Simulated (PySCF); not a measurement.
**Molybdenum: a sound run and one with changed settings**

Sound run: Mo⁺ [Kr] 4d5, Mo²⁺ [Kr] 4d4. All numbers are calculated (PySCF 2.14, a scalar-relativistic core potential, in cc-pVDZ-PP with ECP28MDF (4s4p3d1f, 38 functions)). In the sound run the correlated levels freeze 4s2 4p6 outside the core potential. The sound run starts from symmetry-adapted Hartree-Fock orbitals and uses a fine grid where one is needed.

Changed run: all electrons correlated in a basis built for the valence shell.

| species | method | sound run (hartree) | changed run (hartree) | converged |
| --- | --- | --- | --- | --- |
| Mo⁺ | MP2 | -67.15763 | -67.33333 | yes |
| Mo²⁺ | MP2 | -66.58176 | -66.74784 | yes |

Ionisation energy of Mo⁺:

```csv
method,sound run (eV),changed run (eV)
UHF,15.142,15.142
MP2,15.670,15.932
SCS-MP2,15.318,15.602
```

A valence basis has no tight correlating functions, so it recovers only part of the core correlation, and not evenly between atom and ion.

For comparison, NIST gives 16.16 ± 0.12 eV between the lowest levels.
